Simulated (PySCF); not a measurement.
**29Si chemical shifts**

Calculated, not measured (PySCF 2.14): geometry from GFN2-xTB, σ from GIAO-PBE0/pcSseg-1. One computed conformer, equivalent nuclei averaged, isolated molecule, no relativistic terms.

Shieldings were converted by a linear fit to measured shifts: 29Si: δ = 279.94 − 0.822σ (rms 8.9 ppm, 72 shifts, 25.8 ppm with the 6 outliers that the fit left out vs TMS, solution or neat liquid). A few per cent of atoms miss by over 2 rms, more outside the fitted compound classes.

Problem. Give the 29Si shifts of `FC(F)C(F)(F)[Si@@H]1C[SiH2][SiH2]1`, `C#CC[C@@H]1C[SiH2][Si@H]1N`, `F[Si@@H]([SiH3])[SiH2]O[SiH3]`, `C=C([SiH2]OC(C)=S)[S@@](C)=O`, `C=CCC[SiH2][SiH2]C#N`.

Solution. 
```json
{"compound": "[F:1][CH:2]([F:3])[C:4]([F:5])([F:6])[Si@@H:7]1[CH2:8][SiH2:9][SiH2:10]1", "environment": "Si7: silicon bonded to 2 C, Si, H, in a 4-membered ring", "δ (ppm)": "-28.5"}
{"compound": "[F:1][CH:2]([F:3])[C:4]([F:5])([F:6])[Si@@H:7]1[CH2:8][SiH2:9][SiH2:10]1", "environment": "Si9: silicon bonded to C, Si, 2 H, in a 4-membered ring", "δ (ppm)": "-53.4"}
{"compound": "[F:1][CH:2]([F:3])[C:4]([F:5])([F:6])[Si@@H:7]1[CH2:8][SiH2:9][SiH2:10]1", "environment": "Si10: silicon bonded to 2 Si, 2 H, in a 4-membered ring", "δ (ppm)": "-62.0"}
{"compound": "[CH:1]#[C:2][CH2:3][C@@H:4]1[CH2:5][SiH2:6][Si@H:7]1[NH2:8]", "environment": "Si7: silicon bonded to C, N, Si, H, in a 4-membered ring", "δ (ppm)": "-7.4"}
{"compound": "[CH:1]#[C:2][CH2:3][C@@H:4]1[CH2:5][SiH2:6][Si@H:7]1[NH2:8]", "environment": "Si6: silicon bonded to C, Si, 2 H, in a 4-membered ring", "δ (ppm)": "-57.0"}
{"compound": "[F:1][Si@@H:2]([SiH3:3])[SiH2:4][O:5][SiH3:6]", "environment": "Si2: silicon bonded to F, 2 Si, H", "δ (ppm)": "9.6"}
{"compound": "[F:1][Si@@H:2]([SiH3:3])[SiH2:4][O:5][SiH3:6]", "environment": "Si4: silicon bonded to O, Si, 2 H", "δ (ppm)": "-34.1"}
{"compound": "[F:1][Si@@H:2]([SiH3:3])[SiH2:4][O:5][SiH3:6]", "environment": "Si6: silicon bonded to O, 3 H", "δ (ppm)": "-39.8"}
{"compound": "[F:1][Si@@H:2]([SiH3:3])[SiH2:4][O:5][SiH3:6]", "environment": "Si3: silicon bonded to Si, 3 H", "δ (ppm)": "-103.4"}
{"compound": "C=C([SiH2]OC(C)=S)[S@@](C)=O", "environment": "silicon bonded to C, O, 2 H", "δ (ppm)": "-37.8"}
{"compound": "[CH2:1]=[CH:2][CH2:3][CH2:4][SiH2:5][SiH2:6][C:7]#[N:8]", "environment": "Si5: silicon bonded to C, Si, 2 H", "δ (ppm)": "-73.4"}
{"compound": "[CH2:1]=[CH:2][CH2:3][CH2:4][SiH2:5][SiH2:6][C:7]#[N:8]", "environment": "Si6: silicon bonded to C, Si, 2 H", "δ (ppm)": "-93.7"}
```
